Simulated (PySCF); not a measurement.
**Ru(OH)₃: fields on a plane**

Method: UB3LYP in PySCF with Ru def2-SVP with ECP28, O def2-SVP, H def2-SVP; scalar-relativistic core potentials, no spin–orbit coupling; density-fitted integrals.

The doublet minimum has O–H 0.974 Å (×3), Ru–O 1.859 Å (×3); H–O–Ru 114.3° (×3), O–Ru–O 120.0° (×3).

The plane holds Ru1 at (0.00, 0.00), O2 at (1.86, 0.00), O3 at (-0.93, 1.61), O4 at (-0.93, -1.61) Å. Columns run from x = -2.85 to 4.05 Å, rows from y = 4.05 (top) to -3.75 Å, in steps of 0.3 Å. Other isomers or separated fragments may lie lower. Core electrons replaced by a potential are absent, the electrostatic potential uses the reduced nuclear charge, and values within about 0.7 Å of such atoms have no physical meaning.

**Question.** Give the electrostatic potential (V) (cut at 20 V). Every second row and column.

**Answer.** 
```
-0.1 -0.1 -0.1 -0.2 -0.2 -0.2 -0.2 -0.2 -0.1 -0.1 -0.1 -0.1
-0.1 -0.2 -0.2 -0.4 -0.4 -0.4 -0.3 -0.2 -0.2 -0.2 -0.1 -0.1
-0.2 -0.3 -0.3 -0.3 -0.8 -0.8 -0.5 -0.3 -0.3 -0.2 -0.2 -0.1
-0.3 -0.5  1.3 12.1  3.6 -0.8 -0.4 -0.3 -0.4 -0.3 -0.3 -0.2
-0.4 -0.7  7.0 20.0 20.0  1.5  0.8 -0.1 -0.7 -0.6 -0.4 -0.2
-0.4 -0.8  1.5 20.0 15.7 13.5  6.5  1.0 -0.3 -0.8 -0.5 -0.3
-0.3 -0.3  1.1 10.3 20.0 20.0 20.0 12.6 20.0  3.4 -0.4 -0.3
-0.3 -0.1  1.7 13.7 20.0 20.0 20.0 20.0 20.0  8.5 -0.2 -0.2
-0.3 -0.5  0.6  8.0 20.0 20.0 13.6  3.8  5.3  0.4 -0.4 -0.2
-0.4 -0.6  5.0 20.0 20.0  5.0  2.7  0.2 -0.7 -0.7 -0.4 -0.2
-0.3 -0.3  5.0 20.0 16.7  0.1  0.0 -0.2 -0.4 -0.4 -0.3 -0.1
-0.1 -0.1  0.6  2.2  0.3 -0.7 -0.4 -0.3 -0.2 -0.2 -0.2 -0.1
 0.0  0.0  0.0 -0.1 -0.4 -0.4 -0.3 -0.2 -0.2 -0.1 -0.1 -0.1
 0.0  0.0  0.0 -0.1 -0.2 -0.2 -0.2 -0.1 -0.1 -0.1 -0.1 -0.1
```

**Question.** Give the spin density (e/Å³) (cut at ±0.5 e/Å³). Every second row and column.

**Answer.** 
```
 0.00  0.00  0.00  0.00  0.00  0.00  0.00  0.00  0.00  0.00  0.00  0.00
 0.00  0.00  0.00  0.00  0.00  0.00  0.00  0.00  0.00  0.00  0.00  0.00
 0.00  0.00  0.00  0.00  0.00  0.00  0.00  0.00  0.00  0.00  0.00  0.00
 0.00  0.00  0.00  0.00  0.00  0.00  0.00  0.00  0.00  0.00  0.00  0.00
 0.00  0.00  0.00 -0.03 -0.01  0.00  0.00  0.00  0.00  0.00  0.00  0.00
 0.00  0.00  0.00 -0.01  0.00  0.02  0.00  0.00  0.00  0.00  0.00  0.00
 0.00  0.00  0.00  0.01  0.28  0.50  0.06 -0.01 -0.01  0.00  0.00  0.00
 0.00  0.00  0.00  0.02  0.50  0.09  0.13 -0.02 -0.03  0.00  0.00  0.00
 0.00  0.00  0.00  0.00  0.06  0.14  0.02  0.00  0.00  0.00  0.00  0.00
 0.00  0.00  0.00 -0.04 -0.02  0.00  0.00  0.00  0.00  0.00  0.00  0.00
 0.00  0.00  0.00  0.01 -0.01  0.00  0.00  0.00  0.00  0.00  0.00  0.00
 0.00  0.00  0.00  0.00  0.00  0.00  0.00  0.00  0.00  0.00  0.00  0.00
 0.00  0.00  0.00  0.00  0.00  0.00  0.00  0.00  0.00  0.00  0.00  0.00
 0.00  0.00  0.00  0.00  0.00  0.00  0.00  0.00  0.00  0.00  0.00  0.00
```

With open d or f shells other occupations or spin states may lie lower.
